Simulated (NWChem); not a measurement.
Species: CH3ClO3Si; SMILES O=CO[Si@@H](O)Cl

```xyz
9

O     -0.0493    -2.1099     1.0487
C      0.8431    -1.9116     0.2678
O      0.8996    -0.8945    -0.5846
Si    -0.2985     0.3242    -0.6557
O     -1.7550    -0.3061    -0.2723
Cl     0.3181     1.7839     0.6467
H      1.7309    -2.5686     0.1684
H     -0.2901     0.8428    -2.0310
H     -1.6904    -0.9628     0.4407
```
Atoms are numbered in this order, from 1.

Program: NWChem. Pople sets run with spherical d functions. STO-3G and 3-21G are far too small for this property and stand as cheap habits. Structure relaxed at the PBE0/def2-SVP level. B3LYP is NWChem's, with the RPA form of VWN correlation. GIAO values for the isolated, static molecule; σ is the absolute isotropic shielding, δ = σ(reference) − σ with the isolated reference molecule computed at the same levels (13C: tetramethylsilane, 1H: tetramethylsilane, 17O: water, 29Si: tetramethylsilane).

| level | δ O1 (ppm) | δ C2 (ppm) | δ O3 (ppm) | δ Si4 (ppm) | δ O5 (ppm) | σ Cl6 (ppm) | δ H7 (ppm) |
|---|---|---|---|---|---|---|---|
| Hartree-Fock/STO-3G | ? | ? | ? | ? | ? | ? | ? |
| B3LYP/6-31G* | 392.3 | 149.1 | 213.9 | -7.6 | 67.1 | 864.1 | 7.78 |
| B3LYP/6-311G** | 461.1 | 164.5 | 257.8 | -21.9 | 93.3 | 832.0 | 7.92 |

Task: Fill in the missing entries.

Result: 
- Hartree-Fock/STO-3G, δ O1 (ppm): 444.0
- Hartree-Fock/STO-3G, δ C2 (ppm): 135.9
- Hartree-Fock/STO-3G, δ O3 (ppm): 40.3
- Hartree-Fock/STO-3G, δ Si4 (ppm): 3.0
- Hartree-Fock/STO-3G, δ O5 (ppm): -70.1
- Hartree-Fock/STO-3G, σ Cl6 (ppm): 1206.6
- Hartree-Fock/STO-3G, δ H7 (ppm): 8.51
